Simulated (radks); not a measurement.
Spherical quantum dot in the effective-mass picture: electrons in a hard-walled sphere of radius 4.46, all in effective atomic units (hartree* = m*/eps^2 hartree, bohr* = eps/m* bohr), one dielectric constant everywhere. Method: non-relativistic Kohn-Sham, LDA (Slater exchange, Perdew-Wang correlation), spin-polarised, spherical densities; computed with a radial shooting solver with Libxc functionals. Levels are named by radial order and angular momentum (1s, 1p, 1d, 2s, ...), and open shells are averaged over m. Results are scaled to m* = 0.333 and eps = 7.2, for which hartree* = 174.8 meV and bohr* = 1.144 nm. Each electron was tried in the lowest free levels, single moves between levels near the top were tried too, and the lowest total energy was kept; such a search can miss a lower state. At N = 1 the Hartree and exchange-correlation terms need not cancel, so that row can carry a self-interaction error.

| N | open shells | 2S | mu = E(N) - E(N-1) (meV) | addition energy mu(N+1) - mu(N) (meV) | e(HOMO) (meV) | rms radius (nm) |
|---|---|---|---|---|---|---|
| 1 | 1s(up 1, down 0) | 1 | 44.774 | 60.12 | 68.790 | 2.745 |
| 2 | none | 0 | 104.89 | 87.25 | 129.53 | 2.883 |
| 3 | 1p(up 1, down 0) | 1 | 192.14 | 48.28 | 216.01 | 3.068 |
| 4 | 1p(up 2, down 0) | 2 | 240.42 | 49.25 | 264.96 | 3.173 |
| 5 | 1p(up 3, down 0) | 3 | 289.67 | 61.46 | 314.41 | 3.247 |
| 6 | 1p(up 3, down 1) | 2 | 351.13 | 47.27 | 374.58 | 3.306 |
| 7 | 1p(up 3, down 2) | 1 | 398.40 | 48.00 | 422.33 | 3.354 |
| 8 | none | 0 | 446.40 | 92.90 | 470.52 | 3.395 |
| 9 | 1d(up 1, down 0) | 1 | 539.30 | 46.81 | 562.66 | 3.443 |
| 10 | 1d(up 2, down 0) | 2 | 586.10 | 46.98 | 609.57 | 3.483 |
| 11 | 1d(up 3, down 0) | 3 | 633.09 | 47.07 | 656.61 | 3.518 |
| 12 | 1d(up 4, down 0) | 4 | 680.16 | 47.11 | 703.71 | 3.548 |
| 13 | 1d(up 5, down 0) | 5 | 727.27 | 58.88 | 750.83 | 3.575 |
| 14 | 1d(up 5, down 1) | 4 | 786.15 | 46.07 | 809.15 | 3.600 |
| 15 | 1d(up 5, down 2) | 3 | 832.22 | 46.25 | 855.32 | 3.622 |
| 16 | 1d(up 5, down 3) | 2 | 878.47 | 46.36 | 901.63 | 3.642 |
| 17 | 1d(up 5, down 4) | 1 | 924.82 | 46.41 | 948.02 | 3.661 |
| 18 | none | 0 | 971.24 | 100.4 | 994.46 | 3.679 |
| 19 | 1f(up 1, down 0) | 1 | 1071.6 | 45.69 | 1094.5 | 3.698 |
| 20 | 1f(up 2, down 0) | 2 | 1117.3 | 45.73 | 1140.2 | 3.716 |
| 21 | 1f(up 3, down 0) | 3 | 1163.1 | 45.76 | 1185.9 | 3.733 |
| 22 | 1f(up 4, down 0) | 4 | 1208.8 | 45.77 | 1231.7 | 3.749 |
| 23 | 1f(up 5, down 0) | 5 | 1254.6 | 45.77 | 1277.5 | 3.763 |
| 24 | 1f(up 6, down 0) | 6 | 1300.4 | - | 1323.2 | 3.777 |

All shells are closed at N = 2, 8, 18 (there: 1s2 1p6 1d10); the second difference of the energy has clear peaks (12 % above both neighbours; the first and last values, which can be the largest, are not judged, and half-filled shells can peak too) at N = 2, 5, 8, 13, 18.
